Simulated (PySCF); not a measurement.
Mapped SMILES: `[CH3:1][O:2][C:3](=[O:4])[C:5]([CH3:6])([CH3:7])[CH3:8]` (H(Xn): hydrogen on atom n).

GIAO shifts from PySCF 2.14.0 with density-fitted response routines on PBE0-D3(BJ)/def2-SVP geometries (one conformer, non-relativistic, equivalent nuclei averaged), against TMS at the same level and in the same medium; PCM means IEF-PCM chloroform.

Measured (solution, not stated per compound (mostly CDCl3 or CCl4); Pretsch, Buehlmann, Badertscher, Structure Determination of Organic Compounds, 4th ed. (2009)): C5 38.7, C6/C7/C8 27.3, H(C6)/H(C7)/H(C8) 1.20 ppm.

Problem. Which unscaled values do PBE0/pcSseg-1, gas; PBE0/pcSseg-1, PCM; WP04/pcSseg-1, PCM; wB97X-D/pcSseg-1, PCM give, and how close are they?

Solution. 
```csv
atoms,measured,"PBE0/pcSseg-1, gas","PBE0/pcSseg-1, PCM","WP04/pcSseg-1, PCM","wB97X-D/pcSseg-1, PCM"
C5,38.7,38.9,40.1,45.2,40.1
C6/C7/C8,27.3,28.7,29.0,28.9,29.1
H(C6)/H(C7)/H(C8),1.20,1.14,1.17,1.18,1.17
```

Mean absolute error for $^{13}$C: PBE0/pcSseg-1, gas 0.8, PBE0/pcSseg-1, PCM 1.5, WP04/pcSseg-1, PCM 4.0, wB97X-D/pcSseg-1, PCM 1.6 ppm.

Mean absolute error for $^{1}$H: PBE0/pcSseg-1, gas 0.06, PBE0/pcSseg-1, PCM 0.03, WP04/pcSseg-1, PCM 0.02, wB97X-D/pcSseg-1, PCM 0.03 ppm.
